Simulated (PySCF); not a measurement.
BrH, SMILES Br (connectivity only; charge and spin as stated), charge +1, multiplicity 2.

Geometry: B3LYP-D3(BJ)/def2-TZVPD. The spin state was assumed, not searched.

Calculation: PBE/def2-TZVPD run with PySCF.

Gas-phase values at a fixed geometry.

Computed frontier levels, dipole moment:
The α spin, highest occupied and lowest empty level is -16.58 and -9.32 eV and the β spin, highest occupied and lowest empty level is -16.19 and -15.94 eV. The dipole moment about the centre of nuclear charge is 1.41 D and the ⟨S²⟩ is 0.753 (pure state 0.75).
